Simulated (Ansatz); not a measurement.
Relaxation of AlFH6OSi (10 atoms, charge 0, multiplicity 1), to a largest force component of 0.03 eV/Å in at most 50 steps.

Theory: RKS B3LYP-D4/6-31G* (Ansatz).

```xyz
10
Properties=species:S:1:pos:R:3:forces:R:3
Si -0.237 -0.176 -0.410 -0.15 -0.09 -0.15
F -0.253 0.839 2.198 0.28 0.12 0.26
H 0.766 -0.955 0.354 -0.01 0.00 0.00
H 0.134 1.255 -0.493 0.00 0.01 0.00
H -0.263 -0.713 -1.804 0.01 -0.01 0.01
O -1.775 -0.346 0.230 0.19 0.12 0.17
Al -3.234 -1.212 -0.023 -0.04 0.00 -0.01
H -3.273 -2.350 -1.128 -0.01 0.05 0.04
H -4.455 -0.790 0.898 0.08 -0.04 -0.04
H -1.167 0.710 2.066 -0.35 -0.16 -0.27
```

Question: Where does it end, and by what steps?

Answer: The run converged. After 8 steps the energy has fallen by 0.166 eV; F2 moved furthest, 0.67 Å.

```tsv
step	energy less start (eV)	largest force component (eV/Å)	accepted
0	0.0000	0.345	yes
1	-0.0135	2.100	yes
2	-0.1090	1.178	yes
3	-0.1502	0.386	yes
4	-0.1494	0.385	no
5	-0.1607	0.179	yes
6	-0.1643	0.061	yes
7	-0.1650	0.046	yes
8	-0.1662	0.011	yes
```

```xyz
10
Properties=species:S:1:pos:R:3
Si -0.139 -0.203 -0.513
F -0.866 0.826 2.469
H 0.856 -0.968 0.276
H 0.272 1.218 -0.608
H -0.232 -0.784 -1.880
O -1.640 -0.287 0.224
Al -3.142 -1.129 0.101
H -3.315 -2.146 -1.096
H -4.210 -0.786 1.208
H -1.342 0.520 1.706
```

Whether the end is a true minimum wasn't checked by a vibrational analysis.

Time of the run: 36 s on 1 thread of Arm Neoverse V2, on a shared host, peak memory 0.16 GiB.
